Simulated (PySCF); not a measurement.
A run for PySCF: R-M06-2X/def2-TZVPP on CH4Se2 (SMILES C[Se][SeH]), a point of a torsion scan.

```python
from pyscf import gto, dft

mol = gto.M(
    atom='''
    C    -1.11153106   -0.09188747    0.03375671
    Se    0.59720227    0.60795775   -0.65128431
    Se   -0.16613618    2.06895468   -2.23525191
    H    -1.65832521   -0.56813357   -0.77540389
    H    -1.69142546    0.72371331    0.45687558
    H    -0.86956243   -0.81841955    0.80318266
    H    -0.17968804    1.14833495   -3.36718665
    ''',
    basis='def2-tzvpp',
    charge=0, spin=0, verbose=4, max_memory=1800)
mf = dft.RKS(mol, xc='m062x').density_fit(auxbasis='def2-universal-jkfit')
mf.grids.level = 4
mf.conv_tol = 1e-9
mf.max_cycle = 150
mf.kernel()
mf.dip_moment()
```

Problem. What total energy does the run end on?

Solution. -4843.6710 hartree.
